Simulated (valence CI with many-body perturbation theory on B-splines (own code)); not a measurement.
**Questions on Sm⁵⁷⁺**

Method: relativistic CI+MBPT: three valence electrons over a frozen Dirac-Fock core [He], a basis of 11 s, 11 p, 10 d, 8 f, 5 g, 2 h functions for each j, with the one-electron correlation potential Σ1 (screened to all orders), the two-electron term Σ2, the three-electron term Σ3, Breit, model QED; selected single and double excitations, second order for the rest, scaled by the run's own slope (own B-spline code, finite nucleus).

No measured spectrum was set against this ion. As an estimate, large intervals hold to a few tenths of a per cent, small ones and those within an open d or f shell to about a per cent.

Levels are named by their leading jj configuration (3d3/2^4 stands for four electrons in 3d with j = 3/2), which in mixed levels can hold well under half, so a name can repeat and another be missing.

Rates and lifetimes use the calculated energies. Strong lines usually hold to 10 to 20 %, long lifetimes can be off by a factor of two.

Task: What is the ground level?

Result: (2s^2 2p1/2) J=1/2, composition 100 % 2s2.2p 2P°, g = 0.632.

Task: What is the ionisation energy?

Result: 12582 eV; NIST lists 12588 ± 6 eV (theoretical).

Task: How well does LS coupling describe the low levels?

Result: Among the lowest 20 levels the leading LS term, summed over configurations, holds 76 % on average. For single configurations the figures are 76 % in LS and 99 % in jj coupling. Terms mix most in the J = 3/2 level at 1109 eV, where the leading one holds 48 %.

Task: Among levels below 10244 eV, which E1 lines absorb most strongly from the ground level?

Result: to (2s^2 3d3/2) J=3/2 at 0.1678 nm, f = 0.558; to (2s 2p1/2 3p1/2) J=3/2 at 0.1701 nm, f = 0.222; to (2s 2p1/2 3p3/2) J=3/2 at 0.1653 nm, f = 0.170.

Task: Where does the other parity begin?

Result: At (2s 2p1/2^2) J=1/2, 202 eV.
